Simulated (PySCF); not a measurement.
C3HClF2, SMILES FC=C=C(F)Cl. Atoms are numbered in the order given.

```xyz
7

F     -2.7867    -0.7929    -0.3150
C     -1.8136    -0.0588    -0.8631
C     -0.5650    -0.1071    -0.4742
C      0.6890    -0.0983    -0.1080
F      1.6178    -0.8971    -0.6217
Cl     1.3437     0.9538     1.1044
H     -2.1845     0.5809    -1.6728
```

Geometry: B3LYP-D3(BJ)/def2-SVP. The structure was generated by enumeration; whether it is a known compound was not checked.

Computed with SMD-ωB97X/def2-SVP in PySCF.

Solvation free energies are E(SMD) − E(gas) at the gas-phase geometry, for 1 M in both phases. In vacuum the dipole moment is 1.44 D.

Rank water, acetone, cyclohexanone by solvation free energy, most negative first.

acetone (-2.2 kcal/mol), cyclohexanone (-1.4 kcal/mol), water (1.8 kcal/mol)
